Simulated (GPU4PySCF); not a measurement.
Vertical excitations of a molecule C9H14O3Si from TDA-PBE/def2-SVPD run with GPU4PySCF, as energy in eV (oscillator strength): 4.92 (0.018), 5.09 (0.000), 5.19 (0.003), 5.26 (0.001), 5.34 (0.005), 5.43 (0.000), 5.48 (0.007), 5.58 (0.004), 5.69 (0.000), 5.98 (0.096), 6.15 (0.000), 6.24 (0.000). Lowest triplet (TDA): 4.15 eV. Geometry optimised at ωB97X-D3(BJ)/def2-TZVP. One conformer was computed; it need not be the lowest.

Question: Identify the compound among the candidates.
A. C#C/C=C/C(=C)[Si](OC)(OC)OC
B. CO[Si](OC)(OC)c1ccccc1
C. COC(=O)c1coc([Si](C)(C)C)c1
D. COC(=O)c1cc([Si](C)(C)C)co1

Answer: B, CO[Si](OC)(OC)c1ccccc1
